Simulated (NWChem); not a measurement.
## Correlation energy of H2Cl2Si

```
Si
H 1 1.4834
H 1 1.4834 2 112.45
Cl 1 2.0558 2 108.60 3 -120.20
Cl 1 2.0558 2 108.60 3 120.20
```
Charge 0, spin multiplicity 1.

All runs are NWChem calculations. Structure: optimised with PBE0/def2-SVP, a minimum by its harmonic frequencies.

Basis set: def2-SVP. Each correlation energy counts from its own Hartree-Fock reference.

The correlated methods keep 15 core orbitals frozen. The structure started from a generated list of species. Coupled-cluster values serve here as a point of comparison, not as the truth.

Question: Order these methods by the correlation energy they give, lowest first: SCS-MP2, CCSD(T), CCSD, CR-CCSD[T], MP2.

Answer: CCSD(T) (-409.1 mHa), CR-CCSD[T] (-407.6 mHa), CCSD (-400.8 mHa), MP2 (-361.6 mHa), SCS-MP2 (-357.2 mHa)
